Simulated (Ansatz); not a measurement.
The cluster Li₆H₆⁺, relaxed as a doublet with UKS r2SCAN-D4/def2-TZVP in Ansatz, starting from the GFN2-xTB geometry. Force threshold 0.02 eV/Å.

The structure comes from a short search, and lower isomers may exist.

Start:

```csv
atom,x (Å),y (Å),z (Å)
Li1,0.934,2.241,-0.442
Li2,2.714,0.058,0.031
Li3,0.734,0.644,1.782
Li4,-1.487,0.783,-0.034
Li5,0.293,-1.581,0.153
Li6,-2.810,-0.878,-1.347
H7,2.182,1.378,-0.692
H8,-0.277,1.563,0.751
H9,-2.781,0.696,-1.046
H10,1.552,-0.594,1.144
H11,-1.267,-1.173,-0.423
H12,0.215,-3.136,0.122
```

**Question.** Estimate the energy that the relaxation releases and the steps that it takes.

**Answer.** 53.2 kcal/mol, in 39 steps; 67 s on 4 threads of Arm Neoverse V2 on a shared host. The force fell under the threshold at step 37, but the optimiser went on. No frequencies were taken in this run, so the end may be a saddle point.

**Question.** Does the start keep its bonding and symmetry?

**Answer.** Bonds lost: Li3–H8, Li3–H10, Li5–H11, Li5–H12, Li6–H11 (atoms count from 1). Bonds formed: Li5–Li6 (atoms count from 1). Metal–metal contacts that move far: Li4–Li6 2.50 to 3.41 Å, Li1–Li2 2.86 to 3.40 Å, Li1–Li4 2.86 to 3.40 Å. The end holds 2 separate pieces.

**Question.** Predict the relaxed structure.

**Answer.** 
Cartesian coordinates in Å:
```
Li 0.7884 2.5545 0.7553
Li 2.6834 -0.2183 0.2430
Li 0.0778 0.1267 -0.1814
Li -2.1526 1.5209 -0.5925
Li 0.8564 -2.6881 -1.2316
Li -1.9138 -1.6856 -1.7245
H 1.7382 1.1503 0.5792
H -0.7189 2.0342 0.1547
H -1.7335 -0.1031 -1.0239
H 1.4998 -1.2681 -0.4596
H -0.4575 -0.3984 1.9162
H -0.6677 -1.0251 1.5651
```
Bond lengths (bridged metal pairs left out): 4 × Li–Li 2.66 to 2.99 Å; 8 × H–Li 1.70 to 1.74 Å.
